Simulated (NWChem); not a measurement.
System meant: TaNH2OF2; SMILES [F][Ta]([OH])(=[NH])[F]

Here is an NWChem input.

```
start job
memory heap 200 mb stack 900 mb global 1100 mb
geometry units angstroms noautoz
  Ta     0.037007    -0.065295     0.000000
  N     -1.713535     0.106458     0.000000
  H     -2.723446     0.172578     0.000000
  F      0.536547    -0.989932     1.571095
  F      0.536547    -0.989932    -1.571095
  O      0.793181     1.671630     0.000000
  H      0.431267     2.562163     0.000000
end
basis spherical
  * library def2-svp
end
ecp
  Ta library def2-ecp
end
dft
  xc pbe0
  iterations 4
  mulliken
end
task dft energy
```

End of the output:

```
    Atom       Charge   Shell Charges
 -----------   ------   -------------------------------------------------------
    1 Ta  13    12.66   0.00  0.03  1.08  0.78  0.32  0.12  4.95  1.25  0.39  2.34  0.95  0.44
    2 N    7     7.14   1.97  0.78  0.49  2.19  1.69  0.02
    3 H    1     0.91   0.57  0.20  0.13
    4 F    9     9.15   1.98  1.02  0.77  3.21  2.17  0.00
    5 F    9     9.15   1.98  1.02  0.77  3.21  2.17  0.00
    6 O    8     8.12   1.97  0.87  0.60  2.71  1.96  0.01
    7 H    1     0.88   0.54  0.15  0.18

 center of mass
 --------------
 x =  -0.03901225 y =   0.02340150 z =   0.00000000

 moments of inertia (a.u.)
 ------------------
         582.399188587065          -0.000000000000           0.000000000000
          -0.000000000000         649.742476847653           0.000000000000
           0.000000000000           0.000000000000         562.288547674954

     Multipole analysis of the density
     ---------------------------------

     L   x y z        total         alpha         beta         nuclear
     -   - - -        -----         -----         ----         -------
     0   0 0 0      0.000000    -24.000000    -24.000000     48.000000

     1   1 0 0      1.011897     -0.182656     -0.182656      1.377210
     1   0 1 0     -0.431380     -0.449062     -0.449062      0.466744
     1   0 0 1     -0.000000     -0.000000     -0.000000      0.000000

     2   2 0 0    -29.332284    -97.955698    -97.955698    166.579112
     2   1 1 0     -0.429707     -1.302076     -1.302076      2.174444
     2   1 0 1      0.000000      0.000000      0.000000      0.000000
     2   0 2 0    -30.532778    -83.668238    -83.668238    136.803697
     2   0 1 1      0.000000      0.000000      0.000000      0.000000
     2   0 0 2    -37.233624    -97.948204    -97.948204    158.662784

 ------------------------------------------------------------------------
 dft energy failed                                                                                  0
 ------------------------------------------------------------------------
 ------------------------------------------------------------------------
  current input line :
    23: task dft energy
 ------------------------------------------------------------------------
 ------------------------------------------------------------------------
 This type of error is most commonly associated with calculations not reaching convergence criteria
 ------------------------------------------------------------------------
 For more information see the NWChem manual at https://nwchemgit.github.io

0:dft energy failed:Received an Error in Communication
```

What is wrong, and how is it mended?

Convergence was not reached. Cause: the SCF was allowed too few iterations. This input runs:
```
start job
memory heap 200 mb stack 900 mb global 1100 mb
geometry units angstroms noautoz
  Ta     0.037007    -0.065295     0.000000
  N     -1.713535     0.106458     0.000000
  H     -2.723446     0.172578     0.000000
  F      0.536547    -0.989932     1.571095
  F      0.536547    -0.989932    -1.571095
  O      0.793181     1.671630     0.000000
  H      0.431267     2.562163     0.000000
end
basis spherical
  * library def2-svp
end
ecp
  Ta library def2-ecp
end
dft
  xc pbe0
  iterations 150
  mulliken
end
task dft energy
```
It converges to -387.51059 Ha (PBE0/def2-SVP with def2 effective core potentials on Ta).
